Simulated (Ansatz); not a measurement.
```yaml
crystal:
  periodic: [false, false, false]
  atoms:
    - {symbol: C, position_ang: [2.171357, 1.463992, -0.979635]}
    - {symbol: C, position_ang: [1.725073, 0.591838, 0.184839]}
    - {symbol: P, position_ang: [0.003252, 0.007282, 0.013744]}
    - {symbol: Al, position_ang: [-0.473527, -1.069288, -2.136334]}
    - {symbol: C, position_ang: [-1.021550, 1.481907, 0.346730]}
    - {symbol: C, position_ang: [-2.510650, 1.216755, 0.179262]}
    - {symbol: C, position_ang: [-0.263019, -1.077972, 1.458388]}
    - {symbol: C, position_ang: [0.458584, -2.412194, 1.335885]}
    - {symbol: H, position_ang: [3.218076, 1.751364, -0.861891]}
    - {symbol: H, position_ang: [2.071338, 0.931642, -1.927679]}
    - {symbol: H, position_ang: [1.583794, 2.381587, -1.049359]}
    - {symbol: H, position_ang: [2.347474, -0.305749, 0.238186]}
    - {symbol: H, position_ang: [1.827044, 1.115398, 1.141616]}
    - {symbol: H, position_ang: [0.910189, -1.853046, -2.368184]}
    - {symbol: H, position_ang: [-0.739906, 0.228918, -3.045375]}
    - {symbol: H, position_ang: [-1.753572, -1.951034, -1.727801]}
    - {symbol: H, position_ang: [-0.696501, 2.245588, -0.365345]}
    - {symbol: H, position_ang: [-0.789702, 1.853879, 1.350630]}
    - {symbol: H, position_ang: [-2.732293, 0.851855, -0.825679]}
    - {symbol: H, position_ang: [-3.081871, 2.133248, 0.339944]}
    - {symbol: H, position_ang: [-2.874082, 0.473112, 0.891284]}
    - {symbol: H, position_ang: [0.036975, -0.540220, 2.364343]}
    - {symbol: H, position_ang: [-1.342342, -1.242426, 1.521052]}
    - {symbol: H, position_ang: [0.234743, -3.047363, 2.195256]}
    - {symbol: H, position_ang: [1.542268, -2.286286, 1.292843]}
    - {symbol: H, position_ang: [0.148828, -2.942798, 0.433279]}
basis:
  gaussian: {orbitals: ANO-RCC-VTZP, fitting: {mean_field: cc-pVTZ-jkfit}}
magnetization: {spin_polarized: true, initial_magnetization: 8}
hamiltonian: {xc: {name: revPBE0}, dispersion: d4}
```

```sh
$ ansatz run in.yaml --threads 4 --pin off --events-out ev --progress --plain --max-ram 46080MiB --backend cuda --devices 0, --max-vram 37GiB
```

Output, abridged:

```
Functional definition: revPBE0
1256 factors; integrals over basis functions are off by at most 1.2e0 eV
mean field evaluation 1: about -22379.3154 eV, gradient 7.0e1 eV
mean field evaluation 2: about -22085.5391 eV, gradient 2.0e2 eV
mean field evaluation 4: about -22355.4843 eV, gradient 7.1e1 eV
mean field evaluation 8: about -22411.5786 eV, gradient 1.3e0 eV
mean field evaluation 16: about -22411.6241 eV, gradient 6.4e-2 eV
mean field evaluation 32: about -22411.6303 eV, gradient 2.6e-5 eV
mean field -22411.63031612 eV, -823.6122229687 hartree, gradient 6.0e-6 eV, S^2 20.016371; 20 other end points of the search recorded, 0 dependent functions left out
reference -22411.63040064 eV, -823.6122260747 hartree; 45, 37 occupied and 455, 463 virtual orbitals, 1256 factors
Total energy: -22413.22943882 eV, -823.6709896441 hartree
Relativity: scalar
```

Problem. Something in this input is off. What?

Solution. The spin is set far too high for this molecule. Self-consistency was reached. The result belongs to that input, not to the molecule as meant.
